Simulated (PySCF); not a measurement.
Isomers of C2H11NOSi2, one GFN2-xTB conformer each. Single-point energies are computed at PBE0/pcSseg-1 (PySCF, gas phase, no added dispersion term), electronic only.

```json
{"SMILES": "CCO[Si@@H](N)[SiH3]", "GFN2-xTB relative energy (kJ/mol)": "225.0"}
{"SMILES": "CCO[SiH2]N[SiH3]", "GFN2-xTB relative energy (kJ/mol)": "100.2"}
{"SMILES": "CCN[SiH2]O[SiH3]", "GFN2-xTB relative energy (kJ/mol)": "0.0"}
{"SMILES": "CO[C@H]([SiH3])[SiH2]N", "GFN2-xTB relative energy (kJ/mol)": "383.2"}
```

Conformers: `[CH3:1][CH2:2][O:3][Si@@H:4]([NH2:5])[SiH3:6]` with C1–C2–O3–Si4 -140°, C2–O3–Si4–N5 50°, O3–Si4–N5–H 47° and -177°; `[CH3:1][CH2:2][O:3][SiH2:4][NH:5][SiH3:6]` with C1–C2–O3–Si4 -174°, C2–O3–Si4–N5 179°, O3–Si4–N5–Si6 -8°; `[CH3:1][CH2:2][NH:3][SiH2:4][O:5][SiH3:6]` with C1–C2–N3–Si4 -84°, C2–N3–Si4–O5 178°, N3–Si4–O5–Si6 73°; `[CH3:1][O:2][C@H:3]([SiH3:4])[SiH2:5][NH2:6]` with C1–O2–C3–Si4 -87°, O2–C3–Si5–N6 -56°, C3–Si5–N6–H 178° and 42°.

Task: What does PBE0/pcSseg-1 give for the same structures?

Result: 
```
                SMILES  PBE0/pcSseg-1 E (Eh)  PBE0/pcSseg-1 (kJ/mol)  GFN2-xTB (kJ/mol)  point group
      CCN[SiH2]O[SiH3]            -791.34040                     0.0                0.0           C1
      CCO[SiH2]N[SiH3]            -791.32354                    44.3              100.2      near Cs
   CCO[Si@@H](N)[SiH3]            -791.30508                    92.7              225.0           C1
CO[C@H]([SiH3])[SiH2]N            -791.24601                   247.8              383.2           C1
```

Both levels put the same isomer lowest; measured from each level's own lowest isomer, the values differ by up to 135.4 kJ/mol (CO[C@H]([SiH3])[SiH2]N: 383.2 against 247.8). As drawn, the lowest has an Si–O bond, which the highest lacks; the highest has an Si–C bond, which the lowest lacks.

Task: Which frontier levels, dipoles and rotational constants go with these structures?

Result: 
```csv
SMILES,"HOMO (eV, PBE0/pcSseg-1)",LUMO (eV),dipole (D),"A, B, C (MHz)"
CCN[SiH2]O[SiH3],-6.77,0.40,1.23,"7012, 855.9, 822.0"
CCO[SiH2]N[SiH3],-7.18,0.64,1.16,"3351, 1296, 967.0"
CCO[Si@@H](N)[SiH3],-7.13,0.16,1.77,"3352, 1227, 1013"
CO[C@H]([SiH3])[SiH2]N,-6.91,0.53,1.29,"2724, 1607, 1077"
```
